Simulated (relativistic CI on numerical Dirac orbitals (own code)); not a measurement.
# Ti³⁺ in a cubic cluster: 3p photoemission with charge transfer

Computed with a charge-transfer multiplet model of a cubic metal-ligand cluster with up to 2 ligand holes, Slater and spin-orbit integrals from Dirac-Coulomb-Breit ions, Slater integrals scaled by 0.9. The ground state mixes d1 with configurations of k ligand holes L, whose averages lie at kΔ + k(k − 1)U_dd/2; a core hole lowers each added d electron by U_cd. 300 K, Lorentzian 0.9 eV and Gaussian 0.8 eV FWHM.

Atomic integrals in eV (Slater integrals scaled, ζ unscaled), ground: F2dd 7.400, F4dd 4.602, zeta_d 0.017; with the core hole: F2dd 7.400, F4dd 4.602, zeta_d 0.021, zeta_core 0.458, F2cd 9.975, G1cd 12.350, G3cd 7.592. Where a configuration has fewer than two d electrons, the dd integrals are those of d2.

Cluster parameters (eV): U_dd = 5.8, U_cd = 7.1, 10Dq = 1, 10Dq(ligand) = 0.9, V(eg) = 3.35, V(t2g) = -1.57, final-state hopping factor = 1.

Weights, n_d and S are thermal averages at 300 K. Binding energies count from the first peak over 30 % of the highest in each spectrum, which can be another peak from case to case. The parameters are a model scan and need not match a compound or its usual spin state. Peaks in eV (height, largest 100): 0.0 (100), 2.0 (82), 5.9 (14), 9.3 (8), 13.9 (24).

Which parameters give this spectrum?
A. Δ = -1 eV
B. Δ = 2 eV
C. Δ = 4 eV

C. Δ = 4 eV; the ground state then has 1.67 d electrons and S = 0.50. The choice follows from running the model for each set and comparing peak positions and heights. The space is cut while the next configuration still counts.
